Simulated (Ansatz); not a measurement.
GeTe₄. Total charge 0; triplet. Geometry PBE-D4/def2-SVP; atoms count from 1.

| atom | x (Å) | y (Å) | z (Å) |
| --- | --- | --- | --- |
| Ge1 | 0.3905 | 1.6183 | 0.5485 |
| Te2 | -2.2065 | 1.0403 | 0.1210 |
| Te3 | -0.3762 | 0.5547 | -1.8508 |
| Te4 | 1.0086 | -2.3551 | -0.5032 |
| Te5 | 1.1837 | -0.8582 | 1.6845 |

In the def2 sets Te takes a core potential; there is no spin–orbit coupling. At PBE0-D4/def2-TZVP a singlet of charge 0 lies 0.54 eV below the triplet, each at its own geometry. The structure comes from a short search, and lower isomers may exist.

**Question.** Estimate the Mulliken populations from the PBE0/def2-TZVP orbitals of Ansatz.

**Answer.** 
| atom | charge (e) | spin (α − β) |
| --- | --- | --- |
| Ge1 | 0.17 | 0.00 |
| Te2 | -0.09 | 0.27 |
| Te3 | -0.04 | 0.40 |
| Te4 | -0.02 | 0.94 |
| Te5 | -0.03 | 0.39 |
Mulliken values and Mayer orders depend strongly on the basis.

**Question.** Where does the spin sit?

**Answer.** Summed by element: Ge 0.00, Te 2.00, of 2 unpaired in all. Largest on single atoms: Te4 0.94, Te3 0.40, Te5 0.39.

**Question.** And the Mayer bond orders between bonded heavy atoms (over 0.3)?

**Answer.** Ge1–Te2 0.95 (2.69 Å); Ge1–Te3 0.86 (2.73 Å); Ge1–Te5 0.77 (2.84 Å); Te2–Te3 1.23 (2.73 Å); Te4–Te5 1.57 (2.66 Å). Values over 0.3 also appear between atoms too far apart for a bond (Te3–Te4 0.35 at 3.49 Å); they arise where an orbital or an unpaired electron spreads over both atoms.
